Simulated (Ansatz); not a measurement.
`FB(F)S` + `F[SiH](F)F` → `FB(F)[Si](F)(F)F` + H₂S  (formal exchange of groups at a B–S bond)

Computed with Ansatz on PBE0-D4/def2-TZVP structures; ΔE is electronic, products minus reactants. CBS: MP2 limit from def2 TZ/QZ plus the TZ coupled-cluster correction, frozen cores. This one scheme is used for every species. DFT in def2-TZVPP. One conformer a species, not always the lowest.

| level | ΔE (kcal/mol) |
| --- | --- |
| r2SCAN-D4 | 23.7 |
| r2SCANh-D4 | 23.9 |
| BHLYP-D4 | 22.9 |
| PBE-QIDH | 24.0 |
| MP2/def2-SVP | 26.7 |
| MP2/def2-TZVPP | 24.8 |
| CCSD/def2-TZVPP | 22.8 |
| MP2/def2-QZVPP | 24.8 |

(1) What does CCSD(T)/CBS give? (Best estimate.)

Largest T1 diagnostic among the species: 0.013.

Results:

(1) Ansatz gave: +22.9 kcal/mol. The listed levels differ from it by 0.8, 1.0, 0.0, 1.1, 3.8, 1.9, -0.1, 1.9 kcal/mol.

From PBE to PBE0 (25 % exact exchange), in def2-TZVPP and without D4, ΔE moves by +1.1 kcal/mol. Leaving LDA and LC-ωPBE aside and taking each functional with its dispersion term where it has one, the values, not all of them listed here, spread over 3.3 kcal/mol, from BLYP-D4 to r2SCAN0-D4. LDA lies +0.9 kcal/mol from PBE without D4. At CCSD(T), def2-SVP lies +2.1 kcal/mol from the extrapolated value and def2-TZVPP +0.0 kcal/mol.
